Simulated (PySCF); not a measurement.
Si(H)(Me)(NH2)2 (CH8N2Si), SMILES C[SiH](N)N.

Geometry optimised at B3LYP-D3(BJ)/def2-SVP. One conformer was computed; it need not be the lowest.

Method: B3LYP/def2-TZVP run with PySCF.

```
Quantity                                                                                                        Value
---------------------------------------------------------------------------------------------  ----------------------
total energy                                                                                       -442.09293 hartree
point group                                                                                                        Cs
highest occupied level                                                                                       -6.57 eV
lowest empty level                                                                                            0.50 eV
orbital gap                                                                                                   7.07 eV
dipole moment                                                                                                  2.01 D
quadrupole, principal values (traceless, Buckingham form, about the centre of nuclear charge)   -3.92, 0.39, 3.52 D·Å
mean static polarisability                                                                       53.7 bohr³ (7.96 Å³)
polarisability, principal values                                                               49.7, 55.6, 55.8 bohr³
```
